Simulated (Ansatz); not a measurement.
Q: Name a neutral molecule of Ga, N and H with size of the dipole moment (B3LYP/def2-TZVPP) between 0.90 and 1.20 D and HOMO energy (ωB97M-V/def2-TZVPP) between -9.80 and -9.50 eV (Ansatz, PBE0-D4/def2-TZVP geometry).

A: `[NH2][GaH2]` (1.01 D, -9.78 eV). Other molecules can fit too; these were computed, each in one conformer that needn't be the lowest.

B3LYP here is the variant with VWN-RPA as its local correlation; programs differ in this.
